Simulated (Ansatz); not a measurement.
Cost and result for the atomization energy of `O[SiH2][GeH2][SH]` (10 atoms, 9 bonds).

Z-matrix (Å, degrees):
```
Si
Ge 1 2.380
O 1 1.648 2 106.6
H 1 1.492 2 108.9 3 -120.5
H 1 1.492 2 110.7 3 121.7
S 2 2.233 1 109.9 3 69.4
H 2 1.536 1 113.0 3 -46.3
H 2 1.542 1 111.2 3 -169.1
H 3 0.958 1 118.2 2 -170.0
H 6 1.343 2 94.5 1 54.4
```

Charge 0, multiplicity 1. Correlated methods include outer-core shells of Ge, which these sets cover unevenly. Scalar relativity is left out up to krypton. The geometry is a stationary point of PBE0-D4/def2-TZVP. It is one conformer, not always the lowest. Program: Ansatz. All runs use 4 threads of an Intel Xeon Platinum 8488C on a shared host. Times are those of one run each, without the atoms' runs, and a repeat can differ threefold. Electronic energies, without spin–orbit coupling; frozen cores. CCSD(T)/CBS adds CCSD(T) − MP2 in def2-TZVPP to the MP2 limit, and its time is that of the two runs behind it. T1 = 0.012. With those shells the extrapolation isn't a true limit. B3LYP takes the VWN-RPA correlation (the form of Gaussian; ORCA's B3LYP/G).

CCSD(T)/CBS is a level of theory with its own doubt, some kJ/mol a heavy atom from the limit and from the frozen cores, so smaller differences don't rank the functionals.

```
                             level  functions  wall time  atomization (kJ/mol)  difference from CCSD(T)/CBS  per bond
   PBE-D4/def2-TZVPP (with forces)        247      1.8 s                3034.1                        -24.6      -2.7
                PBE0-D4/def2-TZVPP        247      2.7 s                3000.1                        -58.6      -6.5
r2SCAN-D4/def2-TZVPP (with forces)        247      3.3 s                3046.0                        -12.7      -1.4
 B3LYP-D4/def2-TZVPP (with forces)        247      3.8 s                3020.2                        -38.5      -4.3
                 B2PLYP/def2-TZVPP        247        4 s                2987.6                        -71.1      -7.9
                ωB97X-V/def2-TZVPP        247      5.5 s                3065.6                          6.9       0.8
  ωB97M-V/def2-TZVPP (with forces)        247      7.5 s                3039.4                        -19.3      -2.1
                    MP2/def2-QZVPP        466       17 s                3034.0                        -24.7      -2.7
                CCSD(T)/def2-TZVPP        247       90 s                2974.6                        -84.1      -9.3
                 CCSD(T)/CBS(def2)          –      110 s                3058.7                          0.0       0.0
```

From PBE to PBE0 (25 % exact exchange), in def2-TZVPP and without D4, the atomization energy moves by −30.8 kJ/mol: exact exchange takes away binding that semilocal exchange gives to molecules. In def2-TZVPP, CCSD(T) changes the Hartree–Fock value by +794.5 kJ/mol (the triples alone add +41.1 kJ/mol) and MP2 by +804.4 kJ/mol; breaking electron pairs costs correlation energy, which Hartree–Fock lacks. The D4 term adds +37.4 kJ/mol with B3LYP and +19.8 kJ/mol with PBE0; it sums over pairs of atoms, weighted by their polarisabilities, and B3LYP, whose exchange is more repulsive, gets the larger term.
